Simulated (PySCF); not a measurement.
PySCF input for Si(Br)(NH2) (BrH2NSi), SMILES N[Si]Br (connectivity only; charge and spin as stated), neutral, multiplicity 1, ADC(2)/aug-cc-pVDZ. Geometry optimised at PBE0-D3(BJ)/def2-TZVP. One conformer was computed; it need not be the lowest.

```python
import numpy as np
from pyscf import gto, scf, dft, adc

mol = gto.M(
    atom='''
    Si    0.74981965   -1.13949333   -0.00000000
    Br   -0.08583784    0.98202374    0.00000000
    N    -0.72794185   -1.98022866   -0.00000000
    H    -1.64893352   -1.56691326   -0.00000000
    H    -0.74862442   -2.98941046    0.00000001
    ''',
    basis='aug-cc-pVDZ',
    charge=0,
    spin=0,
    max_memory=1600,
    verbose=4,
)
mf = scf.RHF(mol)
mf.conv_tol = 1e-10
mf.max_cycle = 100
mf.kernel()
res = {}
for kind, nroots in (('ee', 6), ('ip', 6), ('ea', 2)):
    a = adc.ADC(mf).density_fit('aug-cc-pvdz-ri')
    a.method, a.method_type = 'adc(2)', kind
    e, v, p, x = a.kernel(nroots=nroots)
    res[kind] = (e * 27.211386245988, p)
for kind, (e, p) in res.items():
    print(kind, 'energies / eV', np.round(e, 3), 'strengths', np.round(p, 4))
```

It prints:

```
PySCF version 2.14.0

[INPUT] verbose = 4
[INPUT] num. atoms = 5
[INPUT] num. electrons = 58
[INPUT] charge = 0
[INPUT] spin (= nelec alpha-beta = 2S) = 0
[INPUT] symmetry False subgroup None
[INPUT] Mole.unit = angstrom
[INPUT] Symbol           X                Y                Z      unit          X                Y                Z       unit  Magmom
[INPUT]  1 Si     0.749819650000  -1.139493330000   0.000000000000 AA    1.416953781317  -2.153330314469   0.000000000000 Bohr   0.0
[INPUT]  2 Br    -0.085837840000   0.982023740000   0.000000000000 AA   -0.162210008724   1.855755916421   0.000000000000 Bohr   0.0
[INPUT]  3 N     -0.727941850000  -1.980228660000   0.000000000000 AA   -1.375610731109  -3.742089831414   0.000000000000 Bohr   0.0
[INPUT]  4 H     -1.648933520000  -1.566913260000   0.000000000000 AA   -3.116032750415  -2.961036922349   0.000000000000 Bohr   0.0
[INPUT]  5 H     -0.748624420000  -2.989410460000   0.000000010000 AA   -1.414695123961  -5.649167043310   0.000000018897 Bohr   0.0

nuclear repulsion = 211.594512497749
number of shells = 35
number of NR pGTOs = 193
number of NR cGTOs = 104
basis = aug-cc-pVDZ
ecp = {}


[settings echo left out]
init E= -2916.04314414272
  HOMO = -0.243957253851623  LUMO = -0.0120075104510158  gap/eV = 6.31167
cycle= 1 E= -2916.96474729873  delta_E= -0.922  |g|= 0.288  |ddm|= 2.16
  HOMO = -0.35488849353771  LUMO = 0.0160002248349387  gap/eV = 10.09240
cycle= 2 E= -2916.99474542231  delta_E= -0.03  |g|= 0.11  |ddm|= 0.512
  HOMO = -0.348766046985215  LUMO = 0.0307747581769662  gap/eV = 10.32783
cycle= 3 E= -2916.99883995077  delta_E= -0.00409  |g|= 0.0315  |ddm|= 0.145
  HOMO = -0.349991764430881  LUMO = 0.0322332397105159  gap/eV = 10.40087
cycle= 4 E= -2916.9993815476  delta_E= -0.000542  |g|= 0.00798  |ddm|= 0.0756
  HOMO = -0.350188044792921  LUMO = 0.0318062418371337  gap/eV = 10.39459
cycle= 5 E= -2916.99942657788  delta_E= -4.5e-05  |g|= 0.00382  |ddm|= 0.0202
  HOMO = -0.350085676759992  LUMO = 0.031871387274464  gap/eV = 10.39358
cycle= 6 E= -2916.99943529427  delta_E= -8.72e-06  |g|= 0.00107  |ddm|= 0.00874
  HOMO = -0.350107387290858  LUMO = 0.0318914589487786  gap/eV = 10.39472
cycle= 7 E= -2916.99943668065  delta_E= -1.39e-06  |g|= 0.000274  |ddm|= 0.00407
  HOMO = -0.350061813957235  LUMO = 0.0319004080954003  gap/eV = 10.39372
cycle= 8 E= -2916.99943676059  delta_E= -7.99e-08  |g|= 5.45e-05  |ddm|= 0.000974
  HOMO = -0.350068798308966  LUMO = 0.0319030631134963  gap/eV = 10.39398
cycle= 9 E= -2916.99943676305  delta_E= -2.46e-09  |g|= 1.6e-05  |ddm|= 0.00014
  HOMO = -0.350065898305994  LUMO = 0.0319036564199008  gap/eV = 10.39392
cycle= 10 E= -2916.99943676326  delta_E= -2.08e-10  |g|= 4.28e-06  |ddm|= 3.7e-05
  HOMO = -0.350066291765806  LUMO = 0.0319036505486954  gap/eV = 10.39393
cycle= 11 E= -2916.99943676328  delta_E= -1.86e-11  |g|= 9.51e-07  |ddm|= 1.08e-05
  HOMO = -0.350066261554543  LUMO = 0.0319036827071031  gap/eV = 10.39393
Extra cycle  E= -2916.99943676327  delta_E= 9.09e-13  |g|= 4.36e-07  |ddm|= 2.11e-06
converged SCF energy = -2916.99943676327

******** <class 'pyscf.adc.radc.RADC'> ********
******** ADC Orbital Information ********
Number of Frozen Occupied Orbitals: 0
Number of Frozen Virtual Orbitals: 0
Number of Active Occupied Orbitals: 29
Number of Active Virtual Orbitals: 75
*****************************************
******** <class 'pyscf.df.df.DF'> ********
auxbasis = aug-cc-pvdz-ri
Reference correlation energy (doubles): -0.42822547
MP2 correlation energy of reference state (a.u.) = -0.42822547

******** <class 'pyscf.adc.radc_ee.RADCEE'> ********
max_space = 12
max_cycle = 50
conv_tol = 1e-08

*************************************************************
        ADC calculation summary (singlet states only)
*************************************************************
adc(2) root 0  |  Energy (Eh) =   0.1661644366  |  Energy (eV) =   4.52156463  |  Osc. strength = 0.04401159  |  conv = True
adc(2) root 1  |  Energy (Eh) =   0.2053285780  |  Energy (eV) =   5.58727520  |  Osc. strength = 0.03797609  |  conv = True
adc(2) root 2  |  Energy (Eh) =   0.2161559613  |  Energy (eV) =   5.88190330  |  Osc. strength = 0.00571116  |  conv = True
adc(2) root 3  |  Energy (Eh) =   0.2257486816  |  Energy (eV) =   6.14293452  |  Osc. strength = 0.38934088  |  conv = True
adc(2) root 4  |  Energy (Eh) =   0.2370980101  |  Energy (eV) =   6.45176548  |  Osc. strength = 0.12055017  |  conv = True
adc(2) root 5  |  Energy (Eh) =   0.2520934054  |  Energy (eV) =   6.85981097  |  Osc. strength = 0.28293191  |  conv = False

WARN: Davidson iterations for 1 root(s) did not converge!!!


******** <class 'pyscf.adc.radc.RADC'> ********
******** ADC Orbital Information ********
Number of Frozen Occupied Orbitals: 0
Number of Frozen Virtual Orbitals: 0
Number of Active Occupied Orbitals: 29
Number of Active Virtual Orbitals: 75
*****************************************
******** <class 'pyscf.df.df.DF'> ********
auxbasis = aug-cc-pvdz-ri
Reference correlation energy (doubles): -0.42822547
MP2 correlation energy of reference state (a.u.) = -0.42822547

******** <class 'pyscf.adc.radc_ip.RADCIP'> ********
max_space = 12
max_cycle = 50
conv_tol = 1e-08

*************************************************************
        ADC calculation summary (doublet states only)
*************************************************************
adc(2) root 0  |  Energy (Eh) =   0.3302518533  |  Energy (eV) =   8.98661066  |  Spec. factor = 1.82575153  |  conv = True
adc(2) root 1  |  Energy (Eh) =   0.3634176153  |  Energy (eV) =   9.88909702  |  Spec. factor = 1.76482028  |  conv = True
adc(2) root 2  |  Energy (Eh) =   0.3816739495  |  Energy (eV) =  10.38587717  |  Spec. factor = 1.80174710  |  conv = True
adc(2) root 3  |  Energy (Eh) =   0.4056571935  |  Energy (eV) =  11.03849448  |  Spec. factor = 1.76381580  |  conv = True
adc(2) root 4  |  Energy (Eh) =   0.4682310636  |  Energy (eV) =  12.74121622  |  Spec. factor = 1.76970616  |  conv = True
adc(2) root 5  |  Energy (Eh) =   0.6092614989  |  Energy (eV) =  16.57884983  |  Spec. factor = 1.71037055  |  conv = True

******** <class 'pyscf.adc.radc.RADC'> ********
******** ADC Orbital Information ********
Number of Frozen Occupied Orbitals: 0
Number of Frozen Virtual Orbitals: 0
Number of Active Occupied Orbitals: 29
Number of Active Virtual Orbitals: 75
*****************************************
******** <class 'pyscf.df.df.DF'> ********
auxbasis = aug-cc-pvdz-ri
Reference correlation energy (doubles): -0.42822547
MP2 correlation energy of reference state (a.u.) = -0.42822547

******** <class 'pyscf.adc.radc_ea.RADCEA'> ********
max_space = 12
max_cycle = 50
conv_tol = 1e-08

*************************************************************
        ADC calculation summary (doublet states only)
*************************************************************
adc(2) root 0  |  Energy (Eh) =   0.0013145375  |  Energy (eV) =   0.03577039  |  Spec. factor = 1.86614965  |  conv = True
adc(2) root 1  |  Energy (Eh) =   0.0195863624  |  Energy (eV) =   0.53297207  |  Spec. factor = 1.96102135  |  conv = True
ee energies / eV [4.522 5.587 5.882 6.143 6.452 6.86 ] strengths [0.044  0.038  0.0057 0.3893 0.1206 0.2829]
ip energies / eV [ 8.987  9.889 10.386 11.038 12.741 16.579] strengths [1.8258 1.7648 1.8017 1.7638 1.7697 1.7104]
ea energies / eV [0.036 0.533] strengths [1.8661 1.961 ]
```

The run did not converge; its last values are not results.
